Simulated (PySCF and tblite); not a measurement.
The numbers below are computed, except where a source is named.
C7H10, numbered as in [CH:1]#[C:2][CH2:3]/[CH:4]=[CH:5]/[CH2:6][CH3:7].

Free energies: B3LYP-D3(BJ)/pcSseg-1 (IEF-PCM, chloroform) on GFN2-xTB structures plus GFN2-xTB thermal terms, symmetry and mirror images included. Conformers within 3 kcal/mol (GFN2-xTB free energy) were kept, 7 at most. Codes: tblite and PySCF.

Torsions listed: C2–C3–C4–C5, C4–C5–C6–C7. Of a mirror pair one member is shown.

```tsv
conformer	shape	symmetry	E(GFN2) kcal/mol
1	1°, -119°	C1 (pair)	0.25
2	0°, 0°	Cs	1.05
3	120°, -1°	C1 (pair)	0.72
4	-120°, -118°	C1 (pair)	0.00
5	-119°, 118°	C1 (pair)	0.01
```

Question: Which of these conformers is the most populated at 298.15 K, and with what share?

Answer: Conformer 1, about 38 %. The lead over the next is within the error of the method.

Question: Give the DFT energies and free energies relative to the lowest, and all weights.

Answer: 
| conformer | shape | E(DFT) kcal/mol | G(298.15 K) kcal/mol | weight % |
| --- | --- | --- | --- | --- |
| 1 | 1°, -119° | 0.00 | 0.00 | 38.5 |
| 2 | 0°, 0° | 0.07 | 0.69 | 12.0 |
| 3 | 120°, -1° | 0.38 | 0.69 | 12.1 |
| 4 | -120°, -118° | 0.33 | 0.38 | 20.4 |
| 5 | -119°, 118° | 0.36 | 0.48 | 17.2 |

Question: How does its share change from 180 K to 400 K?

Answer: From 48 % to 35 %; the mixing entropy goes from 3.98 to 4.26 cal/(mol K).
